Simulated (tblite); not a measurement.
Problem. What does the GFN2-xTB structure of `[H]/[C]=C(/C#CC#N)CC` [radical] look like in three dimensions? (Doublet state.)

Solution. 
```xyz
14
C7H6N angstrom
C      0.881   -2.054    0.353
C      0.441   -0.831    0.273
C      1.251    0.229   -0.184
C      1.920    1.166   -0.565
C      2.675    2.210   -0.996
N      3.307    3.099   -1.360
C     -0.988   -0.410    0.643
C     -1.752    0.027   -0.600
H      0.511   -3.006    0.652
H     -0.921    0.415    1.356
H     -1.491   -1.250    1.124
H     -2.762    0.324   -0.328
H     -1.259    0.870   -1.078
H     -1.814   -0.789   -1.317
```

Orientation and origin are arbitrary. Atoms count from 1 in this order. C2 (carbon bonded to 3 C) is planar (angles 123.9°, 122.1° and 114.0°, sum 360.0°, 0.00 Å off the plane of its three neighbours). Of the pairs four or more bonds apart, C3···H13 is among the closest relative to their van der Waals radii: 2.74 Å, 95 % of the sum of Bondi's values. The 6 C–C bonds span 1.212 Å (C3≡C4, drawn triple) to 1.535 Å (C2–C7, drawn single), a spread of 0.323 Å.

Bonds between heavy atoms (Å): C1=C2 1.303, C2–C3 1.410, C3≡C4 1.212, C4–C5 1.359, C5≡N6 1.150, C2–C7 1.535, C7–C8 1.523.

Structure optimised with GFN2-xTB, isolated species. This method treats the open shell by occupation alone, without spin polarisation.

Point group: C1 (no symmetry element, even within 0.4 Å). Its GFN2-xTB frequencies are all real (lowest 50 cm⁻¹). Torsions: C1–C2–C7–C8 -112°. 2 starts were optimised and ended at 0.00 and 0.19 kcal/mol (GFN2-xTB); the lowest of these is shown.

One conformer stands for the species.

All values are computed, not measured.
